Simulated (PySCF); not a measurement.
C4H11NSi.
Structure used (PBE0-D3(BJ)/def2-SVP), in Å, numbered top down from 1:
```
atom  x, y, z in Å
C1     2.098   -0.121    0.236
N2     0.678    0.038    0.117
C3    -0.130   -1.164    0.163
C4    -1.548   -0.784   -0.259
C5    -1.908    0.570    0.373
Si6   -0.261    1.490    0.315
H7     2.502   -0.778   -0.557
H8     2.606    0.851    0.143
H9     2.403   -0.560    1.209
H10   -0.134   -1.620    1.178
H11    0.286   -1.932   -0.518
H12   -1.574   -0.690   -1.358
H13   -2.267   -1.575    0.012
H14   -2.743    1.068   -0.142
H15   -2.203    0.446    1.429
H16    0.041    2.257    1.570
H17   -0.097    2.458   -0.820
```

Linear response at wB97X-D/def2-SVPD (PySCF, frozen core in the response, non-relativistic). Isolated species at its PBE0-D3(BJ)/def2-SVP geometry (one conformer only).

Static isotropic polarisability: 81.17 au (12.03 Å³), principal values 70.6, 86.1, 86.9 au.

(1) What is the polarisability at 1064 nm and at the sodium D line?

(2) What is the isotropic C6 coefficient between two such molecules, C6 = (3/π)∫α(iω)² dω?

(3) Which effective excitation energy ω̄ makes London's formula C6 = (3/4)α²ω̄ exact here?

(4) What three-body coefficient follows from the one-pole estimate C9 = (3/4)·α·C6?

(5) The lowest 10 singlets have (eV, f): 5.77, 0.003; 6.12, 0.024; 6.86, 0.021; 7.25, 0.003; 7.42, 0.037; 7.67, 0.068; 7.77, 0.056; 8.02, 0.015; 8.15, 0.070; 8.21, 0.057. What share of the static polarisability do they carry in the sum over states α = Σ f/ω²?

(6) What n − 1 at the D line would an ideal gas of it have at 273.15 K and 1 atm (2.6868 × 10¹⁹ cm⁻³), by n − 1 = 2π·N·α′?

(7) How many electrons N does the Slater–Kirkwood formula C6 = (3/4)·√N·α^(3/2) need to give this C6?

(8) What does −C6/R⁶ come to at R = 12 Å between centres?

(9) How anisotropic is the static polarisability, by Δα² = ½[(α1 − α2)² + (α2 − α3)² + (α3 − α1)²]?

## Answers

(1) 81.82 au at 1064 nm (+0.8 %), 83.37 au at 589.3 nm (+2.7 %). The rise at 589.3 nm is 3.35 times that at 1064 nm; a pure ω² law gives 3.26. The lowest singlet lies at 215 nm, shorter than both wavelengths.

(2) 2683 au (Eh·bohr⁶) by a ten-point quadrature over imaginary frequencies, which is 1600 eV·Å⁶ or 155 J·nm⁶/mol.

(3) ω̄ = 4·C6/(3α²) = 0.543 Eh = 14.8 eV. A one-pole form α(ω) = α/(1 − ω²/ω̄²) fitted to the 1064 nm value gives 13.0 eV. London's choice of the ionisation energy (8.06 eV, ΔSCF at the same level) gives C6 = 1460 au, 45 % too low.

(4) 163000 au. This is an estimate from the two numbers above, not a computed integral.

(5) 4.50 au, 5.5 % of α; the largest term, 0.85 au, is that of the state at 7.67 eV. Their oscillator strengths add up to 0.35. Higher states carry the rest.

(6) 20.86 × 10⁻⁴, a formal value whether or not that pressure can be reached.

(7) N = (4·C6/3)²/α³ = 23.9; the species has 56 electrons in all.

(8) -52 J/mol. This is the leading, orientation-averaged term; C8 and higher terms are left out.

(9) Δα = 15.9 au, or 0.20 of the isotropic value.

Note: wB97X-D ran without an empirical dispersion term, which enters the total energy and its gradient alone.
